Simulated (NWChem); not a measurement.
**Basis-set convergence for HFGeS**

```xyz
4

Ge     0.0677     0.6801     0.0000
F     -1.6858     0.3923     0.0000
S      0.6872    -1.5081     0.0000
H      2.0085    -1.1663     0.0000
```
Charge 0, spin multiplicity 1.

Everything below was run with NWChem. All single points use one geometry, from PBE/def2-SVP, a minimum by its harmonic frequencies. It is one conformer; others weren't searched.

Quantity: vertical ionisation energy at the level ΔMP2 (Δ: difference of total energies, the cation a doublet at the parent's geometry with its hole in an orbital of symmetry a' (Cs labels); it is the state that the SCF runs reached, from PBE0 orbitals for Hartree-Fock references, and need not be the lowest).

The Hamiltonian is non-relativistic. The correlated methods keep 15 core orbitals frozen. The Pople sets run with spherical d functions. The structure started from a generated list of species. No SCF solution was tested for a lower state. Open-shell Hartree-Fock references start from PBE0 orbitals; any time given for them includes that run.

Relative cost: rough, from shared machines, SCF included, STO-3G = 1.

```tsv
basis	functions	vertical ionisation energy (eV)	relative cost
STO-3G	33	___	1
3-21G	46	___	under 3
6-31G*	66	___	3
def2-SVP	69	9.69	under 3
aug-pcseg-1	95	9.90	6
def2-TZVP	122	9.98	10
def2-TZVPP	135	9.99	10
```

Problem. Fill in the missing entries.

Solution. 
- STO-3G, vertical ionisation energy (eV): 5.58
- 3-21G, vertical ionisation energy (eV): 9.29
- 6-31G*, vertical ionisation energy (eV): 9.65
